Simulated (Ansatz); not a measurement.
Dimer: HBr (SMILES Br) (first 2 atoms) with H2Se (SMILES [SeH2]); geometry from B3LYP-D3(BJ)/def2-TZVP.
(charge 0, multiplicity 1):
```
atom    x (Å)    y (Å)    z (Å)
----  -------  -------  -------
Br    -0.3306   0.1312  -0.5702
H     -0.3518   0.1466   0.8749
Se    -0.2333   0.1128   3.3892
H      0.3218  -1.2480   3.3319
H      1.1125   0.7021   3.3192
```

Basis-set superposition error: the interaction energy with monomers in their own basis, and in the dimer's basis (counterpoise).

Run with Ansatz (Gaussian orbitals). Each number belongs to the level named beside it.

```json
[
 {"level": "HF/aug-cc-pVDZ", "uncorrected (kcal/mol)": "-0.32", "counterpoise (kcal/mol)": "0.06", "difference": "0.39"},
 {"level": "HF/aug-cc-pVTZ", "uncorrected (kcal/mol)": "0.18", "counterpoise (kcal/mol)": "0.22", "difference": "0.03"},
 {"level": "SVWN5/def2-TZVPPD", "uncorrected (kcal/mol)": "-6.89", "counterpoise (kcal/mol)": "-6.66", "difference": "0.22"},
 {"level": "PBE/def2-TZVPPD", "uncorrected (kcal/mol)": "-3.98", "counterpoise (kcal/mol)": "-3.81", "difference": "0.17"},
 {"level": "r2SCAN/def2-TZVPPD", "uncorrected (kcal/mol)": "-3.77", "counterpoise (kcal/mol)": "-3.60", "difference": "0.17"},
 {"level": "B3LYP/def2-TZVPPD", "uncorrected (kcal/mol)": "-2.42", "counterpoise (kcal/mol)": "-2.25", "difference": "0.17"},
 {"level": "CAM-B3LYP/def2-TZVPPD", "uncorrected (kcal/mol)": "-2.56", "counterpoise (kcal/mol)": "-2.38", "difference": "0.18"},
 {"level": "SCS-MP2/aug-cc-pVTZ", "uncorrected (kcal/mol)": "-2.78", "counterpoise (kcal/mol)": "-2.20", "difference": "0.57"},
 {"level": "CCSD/aug-cc-pVDZ", "uncorrected (kcal/mol)": "-2.85", "counterpoise (kcal/mol)": "-1.61", "difference": "1.24"},
 {"level": "CCSD/aug-cc-pVTZ", "uncorrected (kcal/mol)": "-2.48", "counterpoise (kcal/mol)": "-2.04", "difference": "0.44"}
]
```

The error is largest for CCSD/aug-cc-pVDZ (1.24 kcal/mol) and smallest for HF/aug-cc-pVTZ (0.03 kcal/mol).

Ansatz is a quantum-chemistry and plane-wave program.
